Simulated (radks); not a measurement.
Results of a calculation; reference values are marked as such.
Q: Mean orbital radii <r> (bohr) of the erbium ion Er49+, [Ar] 3d1, of relativity; Dirac values are averaged over j with weights 2j + 1. Spin-unpolarised spherical Kohn-Sham, LDA (Slater exchange, Perdew-Wang correlation), point nucleus unless stated (finite: rms radius 5.2516 fm), a radial shooting solver on a logarithmic mesh with Libxc functionals. A level marked "c x" has the speed of light scaled by that factor and shares open shells by 2j + 1; other Dirac levels either fill j = l - 1/2 first or share by 2j + 1.

| shell | non-rel. |
|---|---|
| 1s | 0.02231 |
| 2s | 0.09375 |
| 2p | 0.07938 |
| 3s | 0.2253 |
| 3p | 0.2135 |
| 3d | 0.1846 |
| 4s (empty) | 0.4206 |
| 4p (empty) | 0.4122 |

Give the values at the level "Dirac, c x 0.75".

A: 
shell       Dirac, c x 0.75  change of magnitude (%)
1s                  0.01865                   -16.39
2s                  0.07782                   -16.99
2p                  0.07245                    -8.73
3s                   0.1968                   -12.67
3p                   0.1994                    -6.60
3d                   0.1814                    -1.70
4s (empty)           0.3795                    -9.76
4p (empty)           0.3912                    -5.08
